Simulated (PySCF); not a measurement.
## Relaxation of doublet WO2Br

Method: PySCF, UPBE0, basis W def2-TZVP with ECP60, O def2-TZVP, Br def2-TZVP (scalar-relativistic core potentials, no spin–orbit coupling, density fitting). A (50,194) grid was used.

A start displaced from a saddle point along its imaginary mode, of Cs symmetry, held to at least that symmetry:

```xyz
4
charge 0 multiplicity 2, angstrom
W    -0.5465    0.0000    0.0606
O    -1.5003    1.4087   -0.2500
O    -1.5003   -1.4087   -0.2500
Br    1.8819    0.0000   -0.0398
```

(1) What does it relax to?

(2) How much energy is released, and in how many steps?

## Answers

(1) It ends at Cs with W–Br 2.420 Å, W–O 1.698 Å (×2); Br–W–O 119.9° (×2), O–W–O 110.5° (after a last refinement on a finer grid). A frequency run shows a minimum.

(2) 6.4 kJ/mol in 6 steps.

With open d or f shells other occupations or spin states may lie lower. With an element this heavy the missing spin–orbit coupling can shift these numbers.

The relaxation took 32 s on 4 threads of a shared Arm Neoverse V2 host, with 150 basis functions and 7 gradients; the process peaked at 1.6 GiB.
